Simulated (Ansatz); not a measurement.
`CNB(C)O`, relaxed with RKS PBE0-D4/def2-TZVP in the Gaussian-basis code of Ansatz from a PBE-D4/def2-SVP geometry. The force threshold is 0.005 eV/Å; the program also tests the step.

Charge 0, multiplicity 1.

Start:

```xyz
13

C    -0.672    1.809   -0.369
N    -0.572    0.484    0.199
B     0.403   -0.525   -0.055
C     0.329   -1.925    0.686
O     1.449   -0.338   -0.942
H    -0.599    2.615    0.397
H     0.155    1.987   -1.089
H    -1.619    1.969   -0.932
H    -1.310    0.262    0.870
H     0.292   -2.753   -0.054
H     1.248   -2.092    1.287
H    -0.543   -2.032    1.362
H     1.440    0.540   -1.360
```

(1) By how much does the energy fall, and how many steps does the optimiser take? (Best estimate.)

(2) Which bonds change most? (Estimate.)

(3) Give the relaxed structure. (Estimate.)

## Answers

(1) Computed: 4.92 kJ/mol, in 5 steps.

(2) Computed: C1–H8 from 1.114 to 1.095 Å; C1–H6 from 1.114 to 1.095 Å; C1–H7 from 1.111 to 1.092 Å; C4–H10 from 1.111 to 1.094 Å.

(3) Ansatz gave: 
```xyz
13

C    -0.670    1.801   -0.367
N    -0.568    0.480    0.196
B     0.399   -0.518   -0.053
C     0.325   -1.908    0.681
O     1.442   -0.336   -0.933
H    -0.601    2.581    0.398
H     0.141    1.982   -1.076
H    -1.607    1.943   -0.915
H    -1.294    0.259    0.855
H     0.277   -2.723   -0.047
H     1.232   -2.077    1.270
H    -0.532   -2.006    1.352
H     1.455    0.523   -1.359
```
